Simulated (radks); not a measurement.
Values are calculated unless marked as measured or tabulated.
Problem. Successive ionisation energies (eV) of one element, from differences of total energies of ions in their ground configurations, starting at charge 0: 8.071, 22.153, 36.165, 51.616, 68.289, 86.038, 104.76, 125.34, 145.93, 167.31, 189.45, 271.50, 296.62, 322.20, 348.22, 382.50, 409.73, 474.91, 502.46, 885.29, 950.25, 1016.8. Level of theory: Dirac Kohn-Sham, relativistic LDA (MacDonald-Vosko exchange, VWN5 correlation), spin-unpolarised, spherical densities, finite nucleus; open shells fill j = l - 1/2 first; Fermi nuclear charge, rms radius 4.5454 fm (a radial shooting solver on a logarithmic mesh with Libxc functionals). Which element is it?

Solution. Silver (Z = 47). The first species listed is Ag in [Kr] 4d10 5s1, the last Ag21+ in [Ar] 3d8.
